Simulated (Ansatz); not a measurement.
`O[SiH](F)S` and `F[SiH](S)S` differ in one atom or group.

Ansatz, PBE0-D4/def2-TZVP geometries, multiplicity 1. Each molecule was computed in one conformer, which needn't be the lowest.

```tsv
property	`O[SiH](F)S`
HOMO energy (PBE/def2-TZVPP) / eV	-6.67
ideal-gas entropy at 298 K and 1 bar (rigid rotor, harmonic PBE0-D4/def2-TZVP) / J/(mol·K)	320
HOMO–LUMO gap (PBE0/def2-TZVPP) / eV	8.02
size of the dipole moment (PBE/def2-TZVPP) / D	0.79
LUMO energy (PBE0/def2-TZVPP) / eV	0.08
size of the dipole moment (ωB97M-V/def2-TZVPP) / D	0.81
```

What does the change do to each property? (Estimate.)

The calculation gave: 
| property | `F[SiH](S)S` | shift |
| --- | --- | --- |
| HOMO energy (PBE/def2-TZVPP) / eV | -6.67 | 0.00 |
| ideal-gas entropy at 298 K and 1 bar (rigid rotor, harmonic PBE0-D4/def2-TZVP) / J/(mol·K) | 336 | 16 |
| HOMO–LUMO gap (PBE0/def2-TZVPP) / eV | 7.71 | -0.31 |
| size of the dipole moment (PBE/def2-TZVPP) / D | 1.23 | 0.44 |
| LUMO energy (PBE0/def2-TZVPP) / eV | -0.22 | -0.30 |
| size of the dipole moment (ωB97M-V/def2-TZVPP) / D | 1.29 | 0.48 |

Dipoles are sizes alone; their direction can turn.
